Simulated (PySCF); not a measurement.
A structure optimised at B3LYP-D3(BJ)/def2-SVP, used in a PySCF frequency run:

```
C
F 1 1.3666
C 1 1.4893 2 112.93
O 3 1.2067 1 123.66 2 180.00
H 3 1.1201 4 122.80 1 -180.00
C 1 1.5069 2 117.90 3 145.70
H 6 1.0928 1 115.30 2 -1.31
H 6 1.0932 7 116.45 1 141.62
C 6 1.5011 7 117.92 8 150.28
H 9 1.0928 6 117.92 7 0.00
H 9 1.0932 10 116.45 1 -141.62
```
Charge 0, spin multiplicity 1.

Question: Write its SMILES, formula and point group.

Answer: O=CC1(F)CC1, C4H5FO, Cs

Question: What are its rotational constants (standard atomic weights)?

Answer: 5.5271, 3.3931, 2.5225 GHz
